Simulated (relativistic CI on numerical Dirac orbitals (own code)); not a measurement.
## Line list: Electric-dipole lines, Nb⁶⁺

Calculated at this level of theory: Dirac-Coulomb-Breit CI, separate exchange-only KLI orbitals for each configuration, QED by a radiative potential, valence Slater integrals scaled by 0.9, configuration energies shifted to the measured levels that pair with them (semi-empirical) (own radial code, finite nucleus).

Configuration list (outside the closed core [Ar] 3d10): 4s²4p⁵, 4s4p⁶, 4s²4p⁴5s, 4s²4p⁴4d, 4s²4p³4d², 4s4p⁵4d, 4s²4p⁴4f, 4s4p⁵4f, 4p⁵4d², 4s²4p⁴5p, 4s²4p³4f², 4s²4p⁴5d, 4p⁶4d, 4s4p⁴4d², 4s²4p⁴6s, 4s²4p³4d4f, 4s²4p⁴6p, 4s4p⁵5s, 4s²4p⁴5f, 4s²4p⁴5g, 4s²4p⁴6d, 4p⁵4f², 4s4p⁵5p, 4s²4p³4d5s, 4s²4p⁴6f, 4s4p⁵5d, 4p⁶4f, 4s²4p³4d5p, 4s4p⁴4d4f, 4s4p⁴5s5p. Levels of other configurations are missing.

```csv
λ vac (nm),Lower,Upper,A (s⁻¹),log gf,S velocity/length
20.888,4s²4p⁵ ²P°1/2 [2],4s²4p⁴5s ²S1/2 [45],9.30e+09,-0.91,0.93
21.581,4s²4p⁵ ²P°3/2 [1],4s²4p⁴5s ²D5/2 [37],1.12e+10,-0.33,0.89
22.067,4s²4p⁵ ²P°3/2 [1],4s²4p⁴5s ²P1/2 [36],1.61e+10,-0.63,0.92
22.349,4s²4p⁵ ²P°3/2 [1],4s²4p⁴5s ⁴P3/2 [35],1.26e+10,-0.42,0.91
22.461,4s²4p⁵ ²P°1/2 [2],4s²4p⁴5s ²D3/2 [38],1.63e+10,-0.31,0.90
22.997,4s²4p⁵ ²P°3/2 [1],4s²4p⁴5s ²P3/2 [33],2.27e+10,-0.14,0.91
23.029,4s²4p⁵ ²P°1/2 [2],4s²4p⁴5s ²P1/2 [36],2.15e+10,-0.47,0.91
23.305,4s²4p⁵ ²P°3/2 [1],4s²4p⁴5s ⁴P5/2 [32],1.20e+09,-1.23,0.91
47.061,4s²4p⁵ ²P°3/2 [1],4s4p⁶ ²S1/2 [3],2.19e+09,-0.84,0.90
51.663,4s²4p⁵ ²P°1/2 [2],4s4p⁶ ²S1/2 [3],9.15e+08,-1.14,0.88
```

Terms are leading LS components. Brackets give the number of a level in order of energy, since labels repeat. The list gives strong lines, with weight on those to low levels, without configurations that were not tied to measured data, among the lowest 400 of 2310 levels, so that lines to higher ones, which can be the strongest, are missing. Levels whose partners in the same complex of configurations lie outside the list can be far off, and so can their lines. Rates are taken at the computed energies, electric ones in the length gauge. A velocity-to-length ratio far from 1 marks an uncertain rate.

Configurations whose levels could be paired with our table of measured levels were shifted onto them, all but the ground configuration, by the median error of their levels; single terms can still be off by 1,000 to 2,000 cm⁻¹ or more, and rates follow the energies as ν³ (E1, M1) or ν⁵ (E2). The others borrow a shift and can be off by several thousand cm⁻¹ or more. 7 of the 8 excited levels that our extract of the measured tables holds in this range could be paired (the sources list more); they are missed by 5868 cm⁻¹ on average and 17980 at most, after the shifts were fitted to these levels, and levels without a partner can miss by more.

Q: From the table, what is the radiative lifetime of 4s²4p⁴5s ²P1/2?

A: The listed rates from this level add up to about 3.76e+10 s⁻¹, 100 % of its decay; with all channels τ = 2.66e-11 s.

LS names give the leading component of a level, which can be under half, so a name can repeat, a term be missing and a line seem to break the LS rules.
